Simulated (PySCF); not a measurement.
C5H14Si.
Atom-mapped SMILES: `[CH3:1][CH:2]([CH3:3])[CH2:4][CH2:5][SiH3:6]` (hydrogens: H7, H8, H9 on C1; H10 on C2; H11, H12, H13 on C3; H14, H15 on C4; H16, H17 on C5; H18, H19, H20 on Si6)

The geometry is computed with GFN2-xTB (gas phase).

(1) What internal coordinates does the optimisation give?

Results:

(1) 
```csv
bond,length (pm),order
"C1–C2, C2–C3",152.8,single
C2–C4,153.4,single
C4–C5,152.7,single
C5–Si6,190.1,single
C1–H7 and 5 like bonds,108.8,single
C2–H10,109.7,single
"C4–H14, C4–H15",109.3,single
"C5–H16, C5–H17",109.2,single
"Si6–H18, Si6–H19, Si6–H20",146.5,single
```

Bonds in one row agree within 1 pm and their mean is given. Orders are formal, as drawn. A selection of angles:
```csv
angle,degrees
C2–C1–H7,110.4
C2–C1–H9,111.2
H7–C1–H8,108.4
H7–C1–H9,108.5
C1–C2–C3,109.9
C1–C2–C4,111.9
C1–C2–H10,108.5
C3–C2–C4,109.9
C3–C2–H10,108.4
C4–C2–H10,108.3
C2–C4–C5,113.9
C2–C4–H14,108.2
C2–C4–H15,108.9
C5–C4–H14,108.8
H14–C4–H15,107.4
C4–C5–Si6,112.7
C4–C5–H16,108.9
Si6–C5–H16,109.8
H16–C5–H17,106.4
C5–Si6–H18,109.4
H18–Si6–H19,109.6
```

Dihedral angles: C1–C2–C4–C5 65° (synclinal); C2–C4–C5–Si6 174° (antiperiplanar). The mirror-image conformer, all signs reversed, is as good.

Of the pairs four or more bonds apart, H9···H17 is among the closest relative to their van der Waals radii: 2.24 Å, 93 % of the sum of Bondi's values. Si6 (SiH3 silicon) is tetrahedral (angles from 109.2° to 109.6°).

Point group: C1 (no symmetry element, even within 0.4 Å). GFN2-xTB frequencies: not computed here. One conformer, not necessarily the lowest.
